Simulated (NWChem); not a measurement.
GaHCl₂; SMILES [Cl][GaH][Cl]

Program: NWChem. Structure relaxed at the PBE-D3(BJ)/def2-SVP level. B3LYP is NWChem's, with the RPA form of VWN correlation. Ions are spin-unrestricted doublets at the neutral geometry; other ion states weren't tried.

```csv
level,−ε(HOMO) (eV)
B3LYP/aug-cc-pVDZ,8.90
PBE/aug-cc-pVDZ,7.79
r2SCAN/aug-cc-pVDZ,8.14
```
